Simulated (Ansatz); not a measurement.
A nudged elastic band was laid between two geometries of BCl2HO + H3P (9 atoms, charge 0, multiplicity 1).

Level of theory: Ansatz 0.2.0, RKS BLYP-D4/def2-SVP.

```
movable images  : 7
climbing image  : yes
spring          : 5.0 eV/Å²
optimiser       : quadratic models (default)
start path      : through a guess of the saddle point
force threshold : 0.03 eV/Å
iteration limit : 60
end points      : relaxed
```

Image 0:

```xyz
9
Properties=species:S:1:pos:R:3
B 0.059 -0.739 -0.172
Cl 0.475 -1.424 1.425
O 0.997 -0.511 -1.118
H 1.902 -0.715 -0.812
Cl -1.635 -0.382 -0.564
P -0.259 2.381 1.267
H -1.224 3.083 0.460
H -0.027 3.522 2.119
H -1.268 1.838 2.138
```

Image 8:

```xyz
9
Properties=species:S:1:pos:R:3
B -0.046 0.678 -0.419
Cl -0.347 -0.607 2.796
O 1.227 0.217 -0.433
H 1.317 -0.672 -0.832
Cl -1.381 -0.252 -1.171
P -0.385 2.480 0.230
H -1.562 2.179 0.992
H 0.522 2.457 1.344
H -0.325 0.572 2.236
```

Which bonds break or form, and what moves?

Bonds broken: B1–Cl2, P6–H9. Bonds formed: B1–P6, Cl2–H9. BCl2HO + H3P becomes BClH3OP + ClH.

Give the energies along the band, and the barrier.

It converged. The highest image is number 5 of 0 to 8, 1.89 eV above the first end and 1.14 eV above the last; the last end lies 0.75 eV above the first. The profile has 2 maxima (images 5, 7) with wells between them (image 6): this band takes more than one step, which may be the mechanism or a detour left from its start path. Neighbouring images differ by up to 1.4 eV, so the band resolves the path poorly. A vibrational analysis at the climbing image gives one clearly imaginary mode, 721i cm⁻¹: a first-order saddle point. The orbitals stay closed-shell, which can raise the energy where a bond breaks towards radicals; this wasn't checked here.

| image | path coordinate (Å) | energy (eV) | B1–Cl2 (Å) | P6–H9 (Å) | B1–P6 (Å) |
| --- | --- | --- | --- | --- | --- |
| 0 | 0.00 | 0.00 | 1.79 | 1.44 | 3.45 |
| 1 | 0.96 | 0.01 | 1.79 | 1.44 | 3.54 |
| 2 | 1.91 | 0.03 | 1.79 | 1.44 | 3.62 |
| 3 | 2.87 | 0.08 | 1.79 | 1.44 | 3.46 |
| 4 | 3.82 | 0.54 | 1.83 | 1.44 | 2.88 |
| 5 | 4.78 | 1.89 | 2.26 | 1.77 | 2.15 |
| 6 | 5.75 | 0.95 | 3.08 | 2.45 | 1.97 |
| 7 | 6.72 | 1.08 | 3.16 | 2.65 | 1.95 |
| 8 | 7.69 | 0.75 | 3.48 | 2.77 | 1.95 |

What is the geometry of the highest image?


```xyz
9
Properties=species:S:1:pos:R:3:forces:R:3
B -0.209 0.194 -0.061 0.01 0.00 -0.01
Cl -0.273 -0.707 2.011 0.00 0.00 0.00
O 0.986 -0.171 -0.611 0.00 0.00 0.01
H 1.752 -0.123 -0.011 0.00 0.00 0.00
Cl -1.729 -0.218 -0.909 0.00 0.00 0.00
P -0.336 2.293 0.372 -0.01 0.00 0.00
H -1.477 2.433 1.231 0.00 0.00 0.00
H 0.636 2.555 1.403 0.00 0.00 0.00
H -0.328 0.795 1.319 0.00 0.00 0.01
```

Run time: 4.9 min on 2 threads of Arm Neoverse V2, with other jobs on the host, peak memory 0.14 GiB.
